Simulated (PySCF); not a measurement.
Br₂Sn, charge +1, multiplicity 2. Atoms are numbered in the order given.

```xyz
3

Sn     0.0000     0.0000     0.7461
Br     0.0000    -2.1390    -0.5329
Br     0.0000     2.1390    -0.5329
```
Charge +1, spin multiplicity 2.

The structure is a stationary point at PBE-D3(BJ)/def2-SVP. The multiplicity is an assumed one; other spin states were not compared. The isomer is the one that the SMILES or the coordinates give; other isomers of the formula were not compared. The def2 effective core potentials stand for the cores of Sn; spin–orbit coupling is left out.

Calculation: TDA-PBE0/def2-SVPD (PySCF 2.14.0).

Vertical excitations. Gas-phase values at a fixed geometry.

Computed excitation energies, oscillator strengths and character:
| state | energy (eV) | λ (nm) | f | main pairs |
|---|---|---|---|---|
| root 1 | 1.15 | 1075 | 0.005 | β HOMO→LUMO 97 % |
| root 2 | 1.21 | 1023 | 0.000 | β HOMO−1→LUMO 99 % |
| root 3 | 1.63 | 760 | 0.001 | β HOMO−3→LUMO 99 % |
| root 4 | 1.72 | 720 | 0.007 | β HOMO−2→LUMO 98 % |
| root 5 | 3.10 | 399 | 0.059 | α HOMO−2→LUMO 11 %, β HOMO−4→LUMO 81 % |
| root 6 | 3.38 | 367 | 0.010 | α HOMO→LUMO 95 % |
| root 7 | 3.91 | 317 | 0.000 | α HOMO−1→LUMO 83 %, β HOMO→LUMO+1 16 % |
| root 8 | 3.92 | 317 | 0.004 | α HOMO−2→LUMO 52 %, β HOMO−1→LUMO+1 46 % |
| root 9 | 4.06 | 305 | 0.000 | α HOMO−1→LUMO 16 %, β HOMO→LUMO+1 84 % |
| root 10 | 4.14 | 299 | 0.000 | α HOMO−3→LUMO 60 %, β HOMO−3→LUMO+1 38 % |
Unrestricted roots are not spin-pure.
